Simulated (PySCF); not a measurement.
Ranking problems on computed properties.

Species are written as SMILES; each is one conformer at its optimised geometry, gas phase, non-relativistic unless stated; the electronic structure was computed with PySCF and density fitting.

The conformers computed, where there is a choice (atom-mapped SMILES and torsion angles):
- `[CH3:1][c:2]1[cH:3][o:4][c:5]([CH:6]=[O:7])[p:8]1`: O4–C5–C6–O7 180°
- `[CH3:1][CH2:2][CH2:3][CH2:4][CH:5]1[CH2:6][CH2:7]1`: C1–C2–C3–C4 180°, C2–C3–C4–C5 179°, C3–C4–C5–C6 -83°
- `[PH2:1][c:2]1[cH:3][cH:4][s:5][cH:6]1`: H–P1–C2–C3 -69°, H–P1–C2–C3 -162°
- `[CH2:1]=[CH:2][CH2:3][CH2:4][CH2:5][CH2:6][CH3:7]`: C1–C2–C3–C4 118°, C2–C3–C4–C5 179°, C3–C4–C5–C6 180°, C4–C5–C6–C7 180°
- `[CH:1]#[C:2][CH2:3][P:4]([NH2:5])[CH:6]1[CH2:7][CH2:8]1`: C2–C3–P4–N5 165°, C3–P4–C6–C7 -90°, H–N5–P4–C3 -165°, H–N5–P4–C3 77°
- `[O:1]=[P:2]([OH:3])([OH:4])[OH:5]`: H–O3–P2–O1 18°, H–O4–P2–O1 2°, H–O5–P2–O1 178°

The conformers of `C[P@@H+]1CC=C(F)C1` aren't listed.

Problem. Rank by lowest triplet excitation (Tamm–Dancoff), highest first (TDA PBE0/def2-SVPD at GFN2-xTB geometries).
A. `CCCCC1CC1`
B. `C(c1pc(co1)C)=O`
C. `C[P@@H+]1CC=C(F)C1`
D. `c1(P)ccsc1`

Solution. A (7.53 eV), C (4.43 eV), D (3.74 eV), B (2.50 eV).

Problem. By how much do the two ends of that ranking differ?

Solution. By 5.03 eV, between `CCCCC1CC1` and `Cc1coc(C=O)p1`.

Problem. Rank by lowest singlet excitation, highest first (TDDFT PBE0/def2-SVPD at GFN2-xTB geometries).
A. `c1oc(pc1C)C=O`
B. `CCCCC1CC1`
C. `C[P@@H+]1CC=C(F)C1`
D. `C=CCCCCC`

Solution. B (7.66 eV), D (7.19 eV), C (6.04 eV), A (3.32 eV).

Problem. By how much do the two ends of that ranking differ?

Solution. By 4.34 eV, between `CCCCC1CC1` and `Cc1coc(C=O)p1`.

Problem. Rank by dipole moment, highest first (PBE0/def2-SVPD at GFN2-xTB geometries).
A. `C1(CC1)P(N)CC#C`
B. `CCCCC1CC1`
C. `Pc1ccsc1`
D. `Cc1coc(C=O)p1`
E. `CCCCCC=C`

Solution. D (4.75 D), A (1.33 D), C (0.65 D), E (0.46 D), B (0.11 D).

Problem. Give the two extremes of that set in atomic units.

Solution. `CCCCC1CC1`: 0.04 au; `Cc1coc(C=O)p1`: 1.87 au.

Problem. Rank by smallest rotational constant, lowest first (GFN2-xTB).
A. `PC1=CSC=C1`
B. `CCCCC1CC1`
C. `C=CCCCCC`
D. `O=P(O)(O)O`
E. `CC1=CSC=P1`

Solution. C (0.788 GHz), B (0.949 GHz), A (1.215 GHz), E (1.480 GHz), D (4.364 GHz).

Problem. Rank by HOMO–LUMO gap, lowest first (PBE0/def2-SVPD at GFN2-xTB geometries).
A. `Pc1ccsc1`
B. `NP(C1CC1)CC#C`
C. `CCCCC1CC1`
D. `C1C=C(F)C[P@@H+]1C`
E. `Cc1coc(C=O)p1`
F. `C=CCCCCC`

Solution. E (4.78 eV), A (6.07 eV), B (6.57 eV), D (7.28 eV), F (7.81 eV), C (8.72 eV).

Problem. Rank by static isotropic polarisability, lowest first (PBE0/def2-SVPD at GFN2-xTB geometries).
A. `CC1=COC(C=O)=P1`
B. `C1C(C1)CCCC`
C. `C1(=CC[P@H+](C1)C)F`
D. `PC1=CSC=C1`
E. `C#CCP(N)C1CC1`

Solution. C (72.3 au), B (83.3 au), D (88.8 au), A (90.9 au), E (101.1 au).
